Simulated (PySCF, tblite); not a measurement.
NaCl and 3 × ammonia

A gas-phase complex of NaCl and 3 × ammonia; neutral, singlet. The structure comes from a short search (6 tight-binding starts) and was relaxed by PBE0-D3(BJ)/def2-SVPD; another way of binding may lie lower. No frequency run checks that it is a minimum.

Parts: 1 = NaCl ([Na][Cl]), atoms 1–2; 2 = ammonia (N), atoms 3–6; 3 = ammonia (N), atoms 7–10; 4 = ammonia (N), atoms 11–14.

```xyz
14

Na   -0.613    1.109   -0.555
Cl   -1.284    0.922    2.000
N    -2.887    1.892   -0.710
H    -3.655    1.337   -1.078
H    -2.832    1.706    0.300
H    -3.151    2.867   -0.821
N    -0.292   -1.261   -0.239
H    -0.935   -1.978   -0.563
H     0.615   -1.707   -0.137
H    -0.600   -0.979    0.702
N     1.043    2.592    0.374
H     2.024    2.350    0.484
H     0.995    3.606    0.327
H     0.558    2.304    1.234
```
Atom numbers follow the order of the file, from 1.

Contacts between parts, classed by geometry: Na1···N11 2.409 Å (ion contact); Na1···N3 2.411 Å (ion contact); Na1···N7 2.412 Å (ion contact); H10···Cl2 2.401 Å (hydrogen bond, 143°); H14···Cl2 2.427 Å (hydrogen bond, 141°); H5···Cl2 2.429 Å (hydrogen bond, 141°).

Deforming the relaxed parts to their shape here costs 4.0 kcal/mol, which the interaction energies leave out.

Interaction energies are complex less parts, with the parts frozen as they stand in it; counterpoise-corrected, in kcal/mol (PySCF).

(1) Give the interaction energy at each level run.

(2) What holds them together? Decompose the wB97M-D3(BJ)/def2-SVPD energy: frozen parts, their antisymmetrised product, then relaxation.

The parts were also relaxed and run alone, at the levels used for the complex: shieldings by PBE0/pcSseg-1.

Values alone: shielding of Na1 (ppm): 568.7; shielding of N11 (ppm): 266.6; shielding of N3 (ppm): 266.6.

(3) How do these values change when the complex forms?

Results:

(1) 
| level | interaction | superposition error removed |
| --- | --- | --- |
| wB97M-D3(BJ)/def2-SVPD | -52.58 | -4.31 |
| PBE0-D3(BJ)/def2-SVPD | -54.20 | -4.14 |

(2) electrostatic -84.7, Pauli repulsion +54.7, orbital relaxation -22.3, dispersion correction -4.6 kcal/mol, which sum to the value before the counterpoise correction; the Pauli term holds the exchange-correlation of the frozen density too. Of the attraction, 76 % is electrostatic, 20 % is orbital relaxation, 4 % is dispersion correction.

(3) 
```csv
property,alone,in the complex,change
shielding of Na1 (ppm),568.7,538.4,-30.3
shielding of N11 (ppm),266.6,250.9,-15.7
shielding of N3 (ppm),266.6,251.0,-15.6
```
